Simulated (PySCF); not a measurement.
# UHF on P (phosphorus, neutral)

Configuration: [Ne] 3s2 3p2 3d1, one real determinant (an excited configuration). Calculation: PySCF 2.14, in aug-cc-pCVTZ-DK (8s7p5d3f, 75 functions); the spin-free X2C one-electron Hamiltonian (Gaussian nucleus).

```
Total energy                                                  : -341.188783 hartree
One-electron energy                                           : -470.3366 hartree
Hartree (Coulomb) energy                                      : 151.7174 hartree
Exchange energy                                               : -22.5695 hartree
⟨S²⟩                                                          : 3.7553
⟨L²⟩                                                          : 8.013
Sum of ⟨r⟩                                                    : 16.41 bohr
Sum of ⟨r²⟩                                                   : 41.09 bohr²
Traceless quadrupole moment −½Σ⟨3z² − r²⟩ along its main axis : -2.13 e·bohr²
Langevin diamagnetic susceptibility                           : -32.5 ×10⁻⁶ cm³/mol
```

```tsv
shell	electrons	mean orbital energy (eV)	spread (eV)	rms radius, mean of both spins (bohr)
1s α	1	-2186.9	0	0.120
1s β	1	-2186.5	0	0.120
2s α	1	-209.89	0	0.560
2s β	1	-209.44	0	0.560
2p α	3	-151.60	0.481	0.539
2p β	3	-150.75	0.470	0.539
3s α	1	-24.352	0	2.01
3s β	1	-18.681	0	2.01
3p α	2	-13.205	0	2.39
3d α	1	-0.666	0	4.38
```

⟨L²⟩ = 8.01 against 12 for a pure F term, so this real determinant mixes terms. The outer electron is Rydberg-like, and this basis confines it to a smaller radius and binds it less than a complete one would.

Densities and radii are taken from the X2C orbitals without a picture-change correction, which distorts them close to the nucleus.

Spin-orbit constants ζ (cm⁻¹) from the X2C one-electron operator on these orbitals: bare nucleus, nucleus screened by l(l+1)(2l+1)/3 electrons, and screened by the Breit-Pauli mean field of the electrons.

```json
{"shell": "2p", "bare": "5476", "screened nucleus": "4746", "mean field": "4415"}
{"shell": "3p", "bare": "328.8", "screened nucleus": "284.9", "mean field": "260.4"}
{"shell": "3d", "bare": "4.577", "screened nucleus": "1.526", "mean field": "0.6519"}
```

To first order the Landé constant is A = 29.08 cm⁻¹, so the lowest level has J = 3/2 and lies 0.0216 eV below the centre of the term. This holds in LS coupling only.
